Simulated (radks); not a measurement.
Isoelectronic series with 3 electrons, all held in the configuration [He] 2s1, which need not be the ground one along the series. All-electron calculation, non-relativistic Kohn-Sham, LDA (Slater exchange, Perdew-Wang correlation), spin-polarised, spherical densities, point nucleus; open shells are filled with parallel spins first. Program: a radial shooting solver on a logarithmic mesh with Libxc functionals. Total energies (hartree) and orbital eigenvalues (Ry) (* marks an orbital that is empty in some or all of the ions):

\begin{tabular}{lrrrr}
ion & E (hartree) & 2s down* & 2s up & 1s down \\ \hline
Li & -7.34328 & -0.14793 & -0.23260 & -3.73373 \\
Be+ & -14.11468 & -0.87797 & -1.05095 & -8.52295 \\
B2+ & -23.13503 & -2.11364 & -2.37839 & -15.32272 \\
C3+ & -34.40379 & -3.84856 & -4.20833 & -24.12438 \\
N4+ & -47.92117 & -6.08180 & -6.53914 & -34.92620 \\
O5+ & -63.68744 & -8.81332 & -9.37025 & -47.72771 \\
F6+ & -81.70279 & -12.04331 & -12.70144 & -62.52882 \\
Ne7+ & -101.96740 & -15.77195 & -16.53261 & -79.32950 \\
Mg9+ & -149.24484 & -24.72589 & -25.69476 & -118.9297 \\
Al10+ & -176.25784 & -29.95146 & -31.02572 & -141.7294 \\
Si11+ & -205.52046 & -35.67624 & -36.85659 & -166.5287 \\
P12+ & -237.03274 & -41.90032 & -43.18737 & -193.3278 \\
S13+ & -270.79471 & -48.62378 & -50.01809 & -222.1267 \\
Cl14+ & -306.80642 & -55.84668 & -57.34872 & -252.9253 \\
Ar15+ & -345.06790 & -63.56907 & -65.17929 & -285.7238 \\
\end{tabular}
